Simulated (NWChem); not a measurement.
# CCl3 cation

```xyz
4

Cl    -1.5920     0.4266     0.0000
C      0.0000     0.0000     0.0000
Cl     0.4266    -1.5920     0.0000
Cl     1.1654     1.1654     0.0000
```
Atoms are numbered in this order, from 1.

Computed with NWChem. All runs use the structure optimised with PBE0/def2-SVP. Vertical excitations in the gas phase; the lowest state need not have the same character in each row.

For level PBE/aug-cc-pVDZ, full TDDFT:

| Property | Value |
|---|---|
| lowest excitation, singlet (eV) | 3.36 |
| lowest state with f > 0.02, singlet (eV) | 5.37 |
| oscillator strength of that bright state | 0.129 |
| orbital gap (eV) | 3.23 |

Task: What are these values for level B3LYP/aug-cc-pVDZ, full TDDFT?

Result: The lowest excitation, singlet (eV) comes out as 3.67 and the lowest state with f > 0.02, singlet (eV) is 5.56. The oscillator strength of that bright state is 0.142 and the orbital gap (eV) is 5.03.
